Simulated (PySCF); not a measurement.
## Spin states of BeSe

Unrestricted PBE0; basis Be cc-pVDZ, Se cc-pVDZ-PP with ECP10; scalar-relativistic core potentials; PySCF 2.14. Outer shells of the fragments: Be 2s2; Se 3d10 4s2 4p4.

Followed along the bond (rough minima from three points):

| 2Ms+1 | unpaired | ⟨S²⟩ at the start | R at minimum (Å) | Te (eV) |
| --- | --- | --- | --- | --- |
| 1 | none | 0.00 | 1.88 | 0.00 |
| 3 | σ ↑, π ↑ | 2.00 | 2.06 | 0.45 |
| 1 | σ ↑, π ↓ | 1.01 | 2.06 | 0.50 |

Solutions found at the starting distance of 2.075 Å, counted from the lowest of them; the search is not exhaustive and high or unbound solutions are not listed, so other states can lie among these:

| 2Ms+1 | unpaired | term | E (eV) | ⟨S²⟩ | ⟨Lz²⟩ | μ (D) |
| --- | --- | --- | --- | --- | --- | --- |
| 1 | none | ¹Σ⁺ | 0.00 | 0.00 | 0.00 | -4.93 |
| 3 | σ ↑, π ↑ | ³Π | 0.12 | 2.00 | 1.01 | -0.43 |
| 1 | σ ↑, π ↓ | mixed | 0.17 | 1.01 | 1.01 | -0.43 |
| 3 | σ ↑↑ | ³Σ⁺ | 2.00 | 2.01 | 0.00 | -0.39 |
| 3 | π ↑↑ | mixed | 2.86 | 2.02 | 2.01 | -2.26 |
| 3 | π ↑↑ | mixed | 3.14 | 2.02 | 2.00 | -2.41 |
| 1 | π ↑↓ | mixed | 3.16 | 1.04 | 2.01 | -2.37 |
| 1 | π ↑↓ | mixed | 4.22 | 1.01 | 2.01 | 5.86 |
| 3 | σ ↑, π ↑ | ³Π | 4.98 | 2.01 | 1.00 | -2.82 |
| 1 | none | mixed | 5.47 | 0.00 | 2.00 | 5.90 |

A term symbol is given only where ⟨S²⟩ and ⟨Lz²⟩ are close to those of a pure state; real π, δ and φ orbitals otherwise mix terms. A positive dipole means Be(−)Se(+).

Compare the gap between the two lowest followed solutions at the starting distance with the gap between their minima.

At PBE0 the second solution (triplet, unpaired electrons σ ↑, π ↑) lies +0.12 eV from the first (singlet, closed shell) at 2.075 Å and +0.45 eV at the minima; the two curves relax by different amounts, since their minima lie near 2.06 and 1.88 Å.

Counting both spins, an empty level lies below a filled one in some of these solutions, because spin and occupation are held.
